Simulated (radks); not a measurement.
All-electron atom: Se3+ in [Ar] 3d10 4s2 4p1. Calculated with a radial shooting solver on a logarithmic mesh with Libxc functionals: Dirac Kohn-Sham, PBE, spin-unpolarised, spherical densities, finite nucleus; open shells fill j = l - 1/2 first; Fermi nuclear charge, rms radius 4.14 fm. Some entries of the table are withheld. Estimate them.

orbital,occ.,eigenvalue (eV),<r^2> (bohr^2)
1s1/2,2,-12537.94,0.002616
2s1/2,2,-1643.088,0.04521
2p1/2,2,(1),0.03486
2p3/2,4,(2),0.03631
3s1/2,2,-249.7617,0.3789
3p1/2,2,-193.2194,(3)
3p3/2,4,-187.3382,(4)
3d3/2,4,-89.8556,(5)
3d5/2,6,-88.9550,(6)
4s1/2,2,-49.2531,(7)
4p1/2,1,-36.7567,(8)
4p3/2,0,-36.1655,(9)

Answer. 
(1) 2p1/2 eigenvalue (eV): -1477.835
(2) 2p3/2 eigenvalue (eV): -1436.065
(3) 3p1/2 <r^2> (bohr^2): 0.3973
(4) 3p3/2 <r^2> (bohr^2): 0.4116
(5) 3d3/2 <r^2> (bohr^2): 0.4851
(6) 3d5/2 <r^2> (bohr^2): 0.4916
(7) 4s1/2 <r^2> (bohr^2): 3.044
(8) 4p1/2 <r^2> (bohr^2): 3.966
(9) 4p3/2 <r^2> (bohr^2): 4.075
